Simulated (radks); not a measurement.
Coherent X-ray form factor from a spherical all-electron density. Calculated with a radial shooting solver on a logarithmic mesh with Libxc functionals: Dirac Kohn-Sham, RPBE, spin-unpolarised, spherical densities, point nucleus.

sin(theta)/lambda (1/angstrom)  f0 (electrons)
0.05                                    72.786
0.1                                     69.798
0.15                                    66.149
0.2                                     62.457
0.25                                    58.892
0.3                                     55.477
0.4                                     49.159
0.5                                     43.635
0.6                                     38.901
0.8                                     31.304
1                                       25.600
1.25                                    20.637
1.5                                     17.505
2                                       13.867

The species is in the configuration that NIST lists as its ground one. Which atom or ion scatters so?

Answer. Neutral tungsten, [Xe] 4f14 5d4 6s2. Extrapolating in s^2 from the first two rows gives f0(0) = 73.8, near the electron count 74; among species with that count, the fall with angle is slower the higher Z, and the table is that of Z = 74; from so few rows the species is fixed only to a neighbour or two.
